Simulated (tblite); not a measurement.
Isomers of C7H5FO2. Computed values, GFN2-xTB/tblite, gas phase, harmonic and unscaled. Errors from tens to a few hundred cm⁻¹ against measured bands are possible. One conformer each.

Electronic energies: GFN2-xTB at the same geometries; isomer energies are rough at this level and their order can be wrong.

| SMILES | electronic energy, lowest = 0 (kJ/mol) |
| --- | --- |
| O=C(F)c1ccc(O)cc1 | 0.0 |
| CC1=C(F)C(=O)C(=O)C=C1 | 181.8 |
| C=Cc1coc(C(=O)F)c1 | 90.2 |
| C=Cc1ccoc1C(=O)F | 84.0 |

Q: How do GFN2-xTB zero-point energies change the relative energies?

A: 
```csv
SMILES,ZPE (kJ/mol),of it from modes above 1550 cm⁻¹,electronic (kJ/mol),"with ZPE, lowest = 0 (kJ/mol)",lowest mode (cm⁻¹),rings
O=C(F)c1ccc(O)cc1,269.8,124.9,0.0,0.0,62,1
C=Cc1ccoc1C(=O)F,267.2,114.7,84.0,81.3,61,1
C=Cc1coc(C(=O)F)c1,266.8,124.2,90.2,87.3,59,1
CC1=C(F)C(=O)C(=O)C=C1,265.4,131.1,181.8,177.3,48,1
```

The zero-point energies span 4.4 kJ/mol, from `CC1=C(F)C(=O)C(=O)C=C1` to `O=C(F)c1ccc(O)cc1`. The order is unchanged.

Q: What do entropy and thermal enthalpy add at 298.15 K and 1 bar (rigid rotor, harmonic oscillator, one conformer each)?

A: 
| SMILES | point group | symmetry number | S (J/(mol K)) | H − H(0) (kJ/mol) | ZPE + H − H(0) − TS (kJ/mol) |
| --- | --- | --- | --- | --- | --- |
| O=C(F)c1ccc(O)cc1 | Cs | 1 | 380.1 | 24.56 | 181.0 |
| C=Cc1ccoc1C(=O)F | Cs | 1 | 392.5 | 25.82 | 176.0 |
| C=Cc1coc(C(=O)F)c1 | Cs | 1 | 394.5 | 25.93 | 175.1 |
| CC1=C(F)C(=O)C(=O)C=C1 | Cs | 1 | 397.1 | 26.77 | 173.7 |
